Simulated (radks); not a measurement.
Species: the barium ion Ba32+. Configuration: [Ar] 3d6.

All-electron calculation, scalar-relativistic Kohn-Sham, SCAN, spin-polarised, spherical densities, finite nucleus; open shells are filled with parallel spins first (spin-orbit coupling, left out, can overturn this in heavy ions); meta-GGA in the generalised Kohn-Sham scheme; Fermi nuclear charge, rms radius 4.8378 fm. Program: a radial shooting solver on a logarithmic mesh with Libxc functionals.

Energy parts (hartree):
| part | energy |
|---|---|
| total | -7468.9738 |
| kinetic | 7917.7500 |
| electron-nucleus | -16777.5956 |
| Hartree | 1541.9799 |
| exchange-correlation | -151.1080 |

Orbitals (lengths in bohr, moments of r in powers of bohr):
orbital,occ.,eigenvalue (hartree),<r^2>,<r^4>,<1/r>,<r>
1s up,1,-1423.259,0.0008885,2.076e-06,60.70,0.02558
1s down,1,-1423.241,0.0008885,2.076e-06,60.70,0.02558
2s up,1,-268.2178,0.01406,0.0003383,14.04,0.1092
2s down,1,-267.6279,0.01402,0.0003365,14.06,0.1091
2p up,3,-245.8477,0.01117,0.0002456,13.32,0.09573
2p down,3,-245.3847,0.01113,0.0002438,13.34,0.09556
3s up,1,-91.23464,0.08823,0.01152,5.335,0.2783
3s down,1,-90.53461,0.08885,0.01169,5.305,0.2794
3p up,3,-84.02455,0.08632,0.01145,5.086,0.2735
3p down,3,-83.29595,0.08704,0.01164,5.056,0.2746
3d up,5,-74.43344,0.07035,0.008449,4.847,0.2459
3d down,1,-73.53595,0.07115,0.008665,4.828,0.2472

The highest occupied level is 3d down at -2001.0 eV. For comparison, the ionisation energy in NIST's Atomic Spectra Database is 2047 eV (theoretical). In exact Kohn-Sham theory the highest level is minus the ionisation energy, but local and semilocal functionals leave it too shallow, through self-interaction and a potential that decays too fast; potentials with the right tail come closer.
